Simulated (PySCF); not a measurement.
# Radial density of La⁺ (lanthanum, charge +1)

BP86, [Xe] 5d2, high-spin 3F determinant. Calculation: PySCF 2.14, in def2-SVP with the def2 core potential (46 electrons) (6s3p2d1f, 32 functions); a scalar-relativistic core potential. This is the valence pseudo-density: the core potential removes the inner electrons and smooths the orbitals near the nucleus.

```
r (bohr)  4πr²ρ (e/bohr)  4πr²(ρα − ρβ)
  0.0710       1.089e-05         0.0000
   0.119       4.365e-05         0.0000
   0.201       0.0002329         0.0000
   0.338        0.002080         0.0000
   0.568         0.05768         0.0010
   0.956           1.929         0.0350
    1.61           6.830         0.5174
    2.70           1.994         0.7512
    4.55          0.2137         0.1951
    7.65        0.009114         0.0091
```

Energies and moments cover only the electrons outside the core potential. Spin-orbit coupling, absent here, splits the open shell strongly.
